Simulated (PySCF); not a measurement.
Job for PySCF: R-B3LYP/6-311+G** on C4H9F (SMILES CCCCF).

```python
from pyscf import gto, scf, dft, mp
from pyscf.data.elements import chemcore

mol = gto.M(
    atom='''
    C     1.51536852    0.70370646    0.19595131
    C     0.80238211   -0.60083323   -0.15664346
    C    -0.64405136   -0.69736223    0.33626058
    C    -1.63249488    0.21646181   -0.35547528
    F    -1.42482300    1.55695362   -0.00167005
    H     1.03251900    1.56411048   -0.26547397
    H     2.55523448    0.67653261   -0.13523115
    H     1.51309413    0.86785245    1.27610664
    H     0.81627743   -0.74639526   -1.24225121
    H     1.36300970   -1.43904953    0.26682780
    H    -1.00697583   -1.71948576    0.18252037
    H    -0.69146592   -0.51070294    1.41374590
    H    -2.65859006   -0.02724566   -0.07116962
    H    -1.53948430    0.15545721   -1.44349786
    ''',
    basis='6-311+g**',
    charge=0, spin=0, verbose=3, max_memory=1800)
mf = dft.RKS(mol, xc='b3lyp')
mf.conv_tol = 1e-8
mf.max_cycle = 100
mf.kernel()
if not mf.converged:
    mf = mf.newton().run(mf.mo_coeff, mf.mo_occ)
```

### Question
Give the final energy of this run.

### Answer
-257.7699 hartree.
